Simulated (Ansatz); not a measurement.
Saddle point of CH₆SSn, singlet (CH₆SSn ([CH3][SnH2][SH]) → SnH₂S ([S][SnH2]) + CH₄; bonds formed: C2–H4; bonds broken: Sn1–C2, S3–H4), PBE0-D4/def2-TZVP structure:

```xyz
9
angstrom
Sn -0.0107 -1.1567 0.6231
C -0.0645 1.0347 -0.2830
S 0.6513 -1.7913 -1.4914
H 0.2891 -0.0891 -1.0192
H 1.0825 -0.9433 1.9219
H -1.6183 -1.3157 1.1877
H 0.6338 1.5238 0.3980
H -1.1023 1.2861 -0.0579
H 0.1391 1.4516 -1.2792
```

Energies are electronic, without zero-point energy. Barriers and step energies count from the start structure reached by relaxing down the imaginary mode; all methods use the PBE0-D4 structures, on which another method's saddle can fall below an end. Computed with Ansatz 0.2.0 (basis: def2-TZVPP, with def2-QZVPP for the basis limit); correlated methods freeze the cores. Filled d shells of the heavier atoms are correlated. Core potentials replace the inner electrons of the atoms past krypton. The def2 sets are not built for correlating such inner shells, so the correlated values are less sure here. B3LYP uses VWN-RPA correlation. Extrapolation: Hartree–Fock as exp(−7.88 √X), correlation as X^−2.97.

```json
{"method": "SPW92", "barrier (eV)": "2.003", "step energy (eV)": "0.929"}
{"method": "PBE-D4", "barrier (eV)": "2.152", "step energy (eV)": "0.727"}
{"method": "BLYP-D4", "barrier (eV)": "2.300", "step energy (eV)": "0.590"}
{"method": "r2SCAN-D4", "barrier (eV)": "2.285", "step energy (eV)": "0.803"}
{"method": "B97M-V", "barrier (eV)": "2.367", "step energy (eV)": "0.718"}
{"method": "PBE0-D4", "barrier (eV)": "?", "step energy (eV)": "0.869"}
{"method": "B3LYP-D4", "barrier (eV)": "2.456", "step energy (eV)": "0.723"}
{"method": "r2SCAN0-D4", "barrier (eV)": "2.425", "step energy (eV)": "0.894"}
{"method": "BHLYP-D4", "barrier (eV)": "?", "step energy (eV)": "0.866"}
{"method": "CAM-B3LYP-D4", "barrier (eV)": "2.584", "step energy (eV)": "0.876"}
{"method": "wB97X-V", "barrier (eV)": "2.602", "step energy (eV)": "0.976"}
{"method": "wB97M-V", "barrier (eV)": "2.534", "step energy (eV)": "0.914"}
{"method": "B2PLYP", "barrier (eV)": "2.505", "step energy (eV)": "0.755"}
{"method": "PBE-QIDH", "barrier (eV)": "2.493", "step energy (eV)": "0.950"}
{"method": "RPA on PBE", "barrier (eV)": "2.571", "step energy (eV)": "0.813"}
{"method": "HF", "barrier (eV)": "?", "step energy (eV)": "0.860"}
{"method": "MP2", "barrier (eV)": "2.484", "step energy (eV)": "0.896"}
{"method": "CCSD", "barrier (eV)": "2.697", "step energy (eV)": "0.909"}
{"method": "CCSD(T)", "barrier (eV)": "2.571", "step energy (eV)": "0.858"}
```

Q: Fill in the withheld barriers. (Judge from chemistry; the value comes from the calculation.)

A: The calculation gives: PBE0-D4 2.352; HF 3.102; BHLYP-D4 2.692 eV. Each is the energy of the saddle less that of the start structure, by the same method.

For comparison, the barrier by CCSD(T) at an estimated basis limit (MP2 extrapolated from triple and quadruple zeta, plus CCSD(T) − MP2 in triple zeta) is 2.476 eV.

The T1 diagnostic stays at or below 0.019.

Labels in which every atom is bracketed show which atoms are joined, not bond orders.

For scale, one of the runs: CCSD(T)/def2-TZVPP, 207 basis functions, launched by `ansatz run in.yaml --threads 4 --pin off --events-out ev --progress --plain --max-ram 9574MiB`. The run took 99 s on 4 CPU threads of an Intel Xeon (shared host), with 2.9 GiB of host memory at its peak.
